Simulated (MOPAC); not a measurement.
MOPAC input (PM7):

```
PM7 FORCE THERMO(298,298) PRECISE LET UHF MS=0.5 GEO-OK AUX(PRECISION=9) THREADS=1
H7N2OSi2

N     1.62971333 1    1.68316026 1    0.41815937 1
Si    1.64740147 1    0.03685643 1   -0.27245847 1
O     0.19195705 1   -0.55367266 1   -0.25921508 1
Si   -1.37273807 1   -0.84158792 1   -0.09917185 1
N    -2.28463020 1    0.49087369 1    0.62123617 1
H     2.45731157 1    2.24409459 1    0.50664066 1
H     2.55591275 1   -0.77163029 1    0.53704591 1
H     2.16842476 1    0.13577718 1   -1.63373736 1
H    -1.92068607 1   -1.08503002 1   -1.42935796 1
H    -1.52678938 1   -2.00389693 1    0.76928177 1
H    -2.11007438 1    0.72135272 1    1.59323878 1
H    -2.37932234 1    1.34963590 1    0.09025115 1
```

From the output:

```
     H   12   0.002312   0.002848   0.019843   0.040205   0.666489   4.391800

          HEAT OF FORMATION =     -95.448920 KCALS/MOLE

          ZERO POINT ENERGY      45.900 KCAL/MOL

           NORMAL COORDINATE ANALYSIS (Total motion = 1 Angstrom)

   Root No.       1         2         3         4         5         6         7         8

                 1 A"      1 A'      2 A"      2 A'      3 A"      4 A"      3 A'      5 A"

                  27.0      76.3     135.5     222.2     248.5     289.9     326.6     510.5

           1   -0.0000   -0.0016   -0.0000    0.0356    0.0000   -0.0000   -0.0409    0.0000
           2    0.0000    0.1268    0.0000    0.0742   -0.0000    0.0000   -0.0669   -0.0000
           3    0.0672   -0.0001    0.0001   -0.0000   -0.0639    0.0047    0.0000   -0.0265
           4    0.0000   -0.0003    0.0000    0.0335   -0.0000    0.0000   -0.0337   -0.0000
           5   -0.0000    0.0089   -0.0000   -0.0433    0.0000   -0.0000    0.0261    0.0000
           6   -0.0341   -0.0000   -0.0293    0.0000    0.0059   -0.0020   -0.0000    0.0437
           7    0.0000    0.0801   -0.0000    0.0071    0.0000    0.0000    0.1581    0.0000
           8   -0.0000   -0.0193    0.0001   -0.0338   -0.0000   -0.0000   -0.0343   -0.0000
           9   -0.0081    0.0000    0.1218    0.0000   -0.0026   -0.0280    0.0001   -0.0234
          10   -0.0000   -0.0034    0.0000   -0.0572   -0.0000   -0.0000   -0.0291    0.0000
          11    0.0000   -0.0078   -0.0000   -0.0257    0.0000    0.0000    0.0011   -0.0000
          12    0.0360    0.0000   -0.0201   -0.0000    0.0050    0.0179   -0.0000   -0.0037
          13    0.0000   -0.0603    0.0000    0.0104    0.0000    0.0000   -0.0004    0.0000
          14   -0.0000   -0.1002   -0.0000    0.0838    0.0000   -0.0000    0.0362    0.0000
          15   -0.0545    0.0000   -0.0154   -0.0000    0.0015   -0.0230   -0.0000    0.0017
          16   -0.0000   -0.0597   -0.0000   -0.0382   -0.0002    0.0000    0.0395    0.0000
          17    0.0000    0.1644    0.0000    0.1233    0.0003   -0.0000   -0.1217   -0.0001
          18    0.0777   -0.0001    0.0098   -0.0001    0.5915   -0.0333    0.0001   -0.1549
          19   -0.0706   -0.0433   -0.0498    0.0188   -0.1132    0.0105   -0.0681   -0.2845
          20    0.0443   -0.0157    0.1142   -0.0500   -0.0389   -0.0151    0.0023    0.1139
          21   -0.0871   -0.0007   -0.1177   -0.0001   -0.0140    0.0113   -0.0008   -0.1412
          22    0.0707   -0.0433    0.0499    0.0188    0.1132   -0.0105   -0.0682    0.2845
          23   -0.0443   -0.0157   -0.1143   -0.0500    0.0388    0.0151    0.0023   -0.1140
          24   -0.0870    0.0007   -0.1176    0.0001   -0.0140    0.0112    0.0008   -0.1409
          25   -0.0842   -0.0235    0.0613   -0.0523   -0.0088   -0.0356   -0.0459   -0.0216
          26   -0.0194    0.0314    0.0869   -0.0383   -0.0042    0.0270    0.0253   -0.0137
          27    0.0930    0.0001   -0.0841    0.0023    0.0116    0.0293    0.0047    0.0143
          28    0.0841   -0.0234   -0.0612   -0.0523    0.0088    0.0356   -0.0458    0.0216
          29    0.0195    0.0314   -0.0869   -0.0383    0.0042   -0.0270    0.0253    0.0137
          30    0.0931   -0.0001   -0.0841   -0.0023    0.0116    0.0294   -0.0047    0.0143
          31    0.0582   -0.0582   -0.0491    0.0070   -0.0099   -0.1562    0.0007   -0.0043
          32    0.0160   -0.1443   -0.0775    0.1577   -0.0259   -0.3195    0.1412    0.0006
          33   -0.0964    0.0004    0.0238    0.0001    0.0090    0.1037   -0.0016    0.0047
          34   -0.0581   -0.0582    0.0491    0.0070    0.0099    0.1561    0.0007    0.0043
          35   -0.0161   -0.1443    0.0775    0.1577    0.0259    0.3196    0.1412   -0.0006
          36   -0.0964   -0.0004    0.0238   -0.0002    0.0090    0.1035    0.0014    0.0047

   Root No.       9        10        11        12        13        14        15        16

                 4 A'      6 A"      5 A'      7 A"      6 A'      8 A"      7 A'      8 A'

                 558.3     586.5     645.0     719.9     754.9     763.5     795.0     806.0

           1    0.0202    0.0000    0.0121   -0.0000   -0.0628   -0.0000    0.1238   -0.0001
           2    0.0059   -0.0000   -0.0024    0.0000    0.0241    0.0000   -0.0125   -0.0049
           3    0.0000   -0.0018    0.0000    0.0033   -0.0000    0.0010    0.0000   -0.0000
           4    0.0075   -0.0000   -0.0017    0.0000    0.0431    0.0000   -0.0353    0.0123
           5    0.0675    0.0000    0.0309   -0.0000    0.0056   -0.0000    0.0153   -0.0173
           6   -0.0000    0.0008   -0.0000   -0.0217    0.0000   -0.0005   -0.0000    0.0000
           7   -0.0199    0.0000    0.0074   -0.0000   -0.0118   -0.0000   -0.0115    0.0003
           8    0.0119   -0.0000   -0.0043    0.0000   -0.0027    0.0000   -0.0085    0.0028
           9   -0.0000   -0.0230    0.0000    0.0261   -0.0000    0.0235    0.0000    0.0000
          10   -0.0277   -0.0000   -0.0007    0.0000   -0.0040    0.0000    0.0021   -0.0030
          11   -0.0580    0.0000   -0.0477    0.0000    0.0030   -0.0000    0.0066   -0.0033
          12    0.0000    0.0370    0.0000    0.0019   -0.0000   -0.0113    0.0000    0.0000
          13    0.0283    0.0000   -0.0123    0.0000    0.0056    0.0000   -0.0044   -0.0010
          14   -0.0561   -0.0000    0.0809    0.0000    0.0012   -0.0000    0.0006   -0.0015
          15    0.0000   -0.0141   -0.0000    0.0003    0.0000   -0.0074   -0.0000   -0.0000
          16    0.0685    0.0000    0.0333    0.0000    0.2417    0.0000    0.0592   -0.0401
          17   -0.0264   -0.0000   -0.0178   -0.0000   -0.1961   -0.0000    0.0317    0.0247
          18    0.0000   -0.0074    0.0000   -0.1009    0.0002   -0.0093   -0.0000   -0.0000
          19    0.0363   -0.0215    0.0157   -0.2049   -0.1734   -0.0118   -0.3103   -0.1603
          20    0.0857   -0.0076    0.0566   -0.3027   -0.1027   -0.0180   -0.1599    0.2427
          21   -0.0012   -0.0031   -0.0097    0.0897   -0.0115    0.0066   -0.0006   -0.2141
          22    0.0363    0.0215    0.0157    0.2048   -0.1734    0.0118   -0.3103   -0.1605
          23    0.0857    0.0076    0.0566    0.3027   -0.1027    0.0180   -0.1599    0.2429
          24    0.0011   -0.0030    0.0097    0.0896    0.0114    0.0066    0.0005    0.2138
          25   -0.0065    0.2647   -0.0149   -0.0112   -0.0035    0.0948    0.0080    0.0560
          26   -0.0976    0.0472   -0.0367    0.0324   -0.0471   -0.3596   -0.0151    0.0425
          27    0.0017   -0.1479    0.0038   -0.0007    0.0144    0.0411    0.0026   -0.0483
          28   -0.0065   -0.2646   -0.0149    0.0112   -0.0035   -0.0948    0.0080    0.0560
          29   -0.0976   -0.0473   -0.0367   -0.0324   -0.0471    0.3597   -0.0151    0.0425
          30   -0.0017   -0.1480   -0.0038   -0.0007   -0.0144    0.0407   -0.0025    0.0484
          31    0.0383    0.0854   -0.0408   -0.0057    0.0022    0.0171   -0.0035    0.0002
          32    0.1478   -0.0546   -0.2878    0.0096   -0.0262   -0.0722    0.0046    0.0123
          33   -0.0069   -0.0784    0.0153    0.0048    0.0001   -0.0200   -0.0004   -0.0002
          34    0.0383   -0.0853   -0.0408    0.0057    0.0023   -0.0170   -0.0035    0.0002
          35    0.1478    0.0545   -0.2878   -0.0096   -0.0262    0.0721    0.0046    0.0123
          36    0.0068   -0.0785   -0.0151    0.0048   -0.0000   -0.0201    0.0004    0.0002

   Root No.      17        18        19        20        21        22        23        24

                 9 A'     10 A'     11 A'     12 A'      9 A"     13 A'     14 A'     10 A"

                 812.3     850.0     883.4     930.0     972.6    1067.0    1608.1    2297.1

           1   -0.0031    0.0001   -0.0018    0.0368   -0.0000    0.0057   -0.0002   -0.0000
           2    0.0030    0.0033   -0.0138    0.0399    0.0000    0.0090    0.0000    0.0000
           3   -0.0000    0.0000    0.0000   -0.0000    0.0008   -0.0000    0.0000   -0.0009
           4   -0.0008   -0.0008    0.0035   -0.0415   -0.0000   -0.0313    0.0002    0.0000
           5    0.0044   -0.0003   -0.0002   -0.0218   -0.0000   -0.0783    0.0003   -0.0000
           6   -0.0000   -0.0000    0.0000   -0.0000   -0.0007    0.0000    0.0000   -0.0265
           7    0.0014   -0.0085    0.0108    0.0011   -0.0000    0.0671    0.0008    0.0000
           8    0.0005    0.0105    0.0032   -0.0227    0.0000    0.2639   -0.0004   -0.0000
           9   -0.0000   -0.0000    0.0000    0.0000    0.0040   -0.0001    0.0000   -0.0007
          10   -0.0162   -0.0084   -0.0630   -0.0087    0.0000   -0.0128   -0.0010    0.0000
          11   -0.0110   -0.0211    0.0386    0.0199   -0.0000   -0.0562   -0.0016   -0.0000
          12   -0.0000    0.0000   -0.0000   -0.0000   -0.0227    0.0000    0.0000    0.0004
          13   -0.0094    0.0424    0.1028    0.0164   -0.0000    0.0025   -0.0531    0.0000
          14    0.0050   -0.0091   -0.0299   -0.0065    0.0000   -0.0053    0.0080    0.0000
          15   -0.0000    0.0000    0.0000    0.0000    0.0582    0.0000   -0.0000    0.0000
          16    0.0297    0.0389   -0.1186    0.3626    0.0000    0.1007    0.0001   -0.0000
          17   -0.0214   -0.0260    0.0727   -0.2045   -0.0000   -0.0701   -0.0003    0.0000
          18    0.0000    0.0000   -0.0001    0.0002   -0.0032    0.0000    0.0000   -0.0013
          19    0.0250   -0.0149   -0.0148    0.1153    0.0004   -0.0339   -0.0003   -0.1492
          20   -0.0623   -0.0266   -0.0141    0.1143   -0.0030   -0.0775   -0.0003    0.2408
          21    0.0483    0.0105    0.0014   -0.0244    0.0013    0.0006    0.0003    0.3832
          22    0.0250   -0.0149   -0.0148    0.1153   -0.0004   -0.0339   -0.0003    0.1490
          23   -0.0623   -0.0266   -0.0141    0.1143    0.0030   -0.0775   -0.0003   -0.2405
          24   -0.0482   -0.0105   -0.0014    0.0244    0.0013   -0.0006   -0.0003    0.3835
          25    0.2836   -0.1442    0.0316    0.0093   -0.0905    0.0062   -0.0018   -0.0044
          26    0.1009    0.3226   -0.0905   -0.0142    0.0423   -0.1301   -0.0024   -0.0021
          27   -0.2102   -0.0201   -0.0169   -0.0010    0.0211    0.0155   -0.0039   -0.0068
          28    0.2835   -0.1442    0.0316    0.0093    0.0905    0.0062   -0.0018    0.0044
          29    0.1010    0.3226   -0.0905   -0.0142   -0.0423   -0.1301   -0.0024    0.0021
          30    0.2103    0.0197    0.0170    0.0010    0.0212   -0.0154    0.0039   -0.0068
          31   -0.0105    0.0398    0.0847    0.0149    0.2516    0.0035    0.3784   -0.0001
          32    0.0051   -0.0278   -0.1897   -0.0250   -0.2009   -0.0050   -0.0319   -0.0000
          33    0.0008   -0.0006   -0.0044   -0.0016   -0.1368    0.0044   -0.2699   -0.0001
          34   -0.0105    0.0398    0.0847    0.0149   -0.2515    0.0035    0.3782    0.0001
          35    0.0051   -0.0278   -0.1897   -0.0250    0.2008   -0.0050   -0.0317    0.0000
          36   -0.0008    0.0006    0.0046    0.0017   -0.1371   -0.0043    0.2702   -0.0001

   Root No.      25        26        27        28        29        30

                15 A'     11 A"     16 A'     12 A"     17 A'     18 A'

                2306.3    2315.7    2319.7    2740.6    2747.1    2792.2

           1   -0.0014    0.0000    0.0000   -0.0000   -0.0372   -0.0005
           2    0.0004   -0.0000    0.0000    0.0000   -0.0507   -0.0004
           3   -0.0000   -0.0000    0.0000   -0.0001    0.0000    0.0000
           4   -0.0095    0.0000   -0.0000   -0.0000   -0.0010    0.0001
           5    0.0164   -0.0000   -0.0000    0.0000   -0.0014    0.0002
           6   -0.0000   -0.0005    0.0000    0.0000    0.0000   -0.0000
           7   -0.0003    0.0000   -0.0004    0.0000    0.0002    0.0000
```
